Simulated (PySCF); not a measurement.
C4H13BN2O, SMILES CCOB(N)N(C)C.

Geometry: B3LYP-D3(BJ)/def2-SVP. The values are those of a single conformer.

Computed with HF/def2-SVP (PySCF).

The molecule is in vacuum.

| Property | Value |
|---|---|
| total energy | -367.33779 hartree |
| highest occupied level | -9.17 eV |
| lowest empty level | 4.65 eV |
| orbital gap | 13.82 eV |
| dipole moment | 1.80 D |
| quadrupole, principal values (traceless, Buckingham form, about the centre of nuclear charge) | -6.31, 2.02, 4.29 D·Å |
| mean static polarisability | 68.9 bohr³ (10.21 Å³) |
| polarisability, principal values | 56.0, 70.0, 80.8 bohr³ |
